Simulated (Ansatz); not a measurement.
C2H7BOS, SMILES `COB(C)S` at its PBE0-D4/def2-TZVP geometry, where that method's forces vanish. Charge 0, multiplicity 1.

| atom | x (Å) | y (Å) | z (Å) |
| --- | --- | --- | --- |
| C1 | -0.6207 | -1.8597 | 0.6736 |
| O2 | 0.0107 | -0.6087 | 0.8511 |
| B3 | 0.0973 | 0.3119 | -0.1360 |
| C4 | 0.8154 | 1.6733 | 0.1547 |
| S5 | -0.6331 | -0.0814 | -1.7684 |
| H6 | -0.5436 | -2.4071 | 1.6125 |
| H7 | -1.6770 | -1.7324 | 0.4191 |
| H8 | -0.1327 | -2.4361 | -0.1180 |
| H9 | 1.6573 | 1.8294 | -0.5264 |
| H10 | 0.1346 | 2.5169 | 0.0058 |
| H11 | 1.1907 | 1.7127 | 1.1790 |
| H12 | -0.2989 | 1.0810 | -2.3471 |

**Question.** For each bond, give half the difference of the two atoms' forces along it (eV/Å; positive pushes the atoms apart) under PBE-D4, r2SCAN-D4, B3LYP-D4, ωB97M-V in def2-TZVPP. (Best estimate.)

**Answer.** Computed: 
```
  bond  length (Å)  PBE-D4  r2SCAN-D4  B3LYP-D4  ωB97M-V
 C1–O2       1.413    0.25       0.29      0.30     0.26
 C1–H6       1.090    0.07      -0.08     -0.13    -0.10
 C1–H7       1.094    0.08      -0.06     -0.08    -0.10
 C1–H8       1.094    0.08      -0.06     -0.08    -0.10
 O2–B3       1.353    0.31       0.09     -0.03     0.04
 B3–C4       1.566   -0.15      -0.07     -0.01     0.03
 B3–S5       1.831    0.02       0.05      0.12     0.04
 C4–H9       1.094    0.12      -0.01     -0.04    -0.06
C4–H10       1.094    0.12      -0.01     -0.04    -0.06
C4–H11       1.092    0.12      -0.02     -0.04    -0.06
S5–H12       1.341    0.25       0.01     -0.05    -0.09
```

B3LYP here is the variant with VWN-RPA as its local correlation; programs differ in this.
